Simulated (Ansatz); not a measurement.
**Cost against result**

The pair of C2H2 (SMILES C#C, atoms 1–4) and SbH3 (SMILES [SbH3], atoms 5–8), both closed shells, in one local arrangement (a lower one may exist), relaxed at PBE0-D4/def2-TZVP:

C1  (0.103, -0.621, -2.001)
C2  (0.195, 0.564, -1.848)
H3  (0.021, -1.673, -2.143)
H4  (0.277, 1.616, -1.708)
Sb5  (-0.187, -0.640, 1.662)
H6  (-0.283, -0.246, 3.326)
H7  (-1.279, 0.607, 1.260)
H8  (1.155, 0.392, 1.451)
(Å)

Interaction energies are counterpoise-corrected; the time is that of the whole pair.

Computed with Ansatz 0.2.0 (basis: as named in each row); correlated methods freeze the cores. Filled d shells of the heavier atoms are correlated. Core potentials replace the inner electrons of the atoms past krypton. The def2 sets are not built for correlating such inner shells, so the correlated values are less sure here. B3LYP uses VWN-RPA correlation. Extrapolation: Hartree–Fock as exp(−7.88 √X), correlation as X^−2.97.

Times are rough, for one single point on 4 threads of a shared host (Arm Neoverse V1).

The estimate by CCSD(T) at an estimated basis limit (MP2 extrapolated from triple and quadruple zeta, plus CCSD(T) − MP2 in triple zeta) is -6.9 kJ/mol.

| method | basis | time (s) | interaction energy (kJ/mol) | method less estimate |
| --- | --- | --- | --- | --- |
| SPW92 | def2-SVP | under 1 | -10.4 | -3.5 |
| PBE-D4 | def2-SVP | under 1 | -8.4 | -1.5 |
| PBE0-D4 | def2-SVP | under 1 | -8.2 | -1.3 |
| PBE-D4 | def2-TZVPPD | 1 | -8.6 | -1.7 |
| revPBE-D4 | def2-TZVPPD | 1 | -8.2 | -1.3 |
| BLYP-D4 | def2-TZVPPD | 2 | -7.7 | -0.7 |
| CCSD(T) | def2-SVP | 2 | -1.0 | 5.9 |
| PBE0-D4 | def2-TZVPPD | 2 | -8.4 | -1.4 |
| B3LYP-D4 | def2-TZVPPD | 2 | -8.0 | -1.1 |
| HSE06-D4 | def2-TZVPPD | 2 | -8.3 | -1.4 |
| r2SCAN-D4 | def2-TZVPPD | 2 | -7.0 | 0.0 |
| wB97M-V | def2-SVP | 3 | -7.3 | -0.4 |
| B2PLYP | def2-TZVPPD | 4 | -2.2 | 4.7 |
| wB97X-V | def2-TZVPPD | 5 | -7.4 | -0.5 |
| B97M-V | def2-TZVPPD | 5 | -8.0 | -1.0 |
| wB97M-V | def2-TZVPPD | 6 | -7.6 | -0.7 |
| MP2 | def2-QZVPPD | 10 | -8.0 | -1.1 |
| CCSD(T) | def2-TZVPPD | 72 | -5.2 | 1.7 |

The T1 diagnostic stays at or below 0.015.
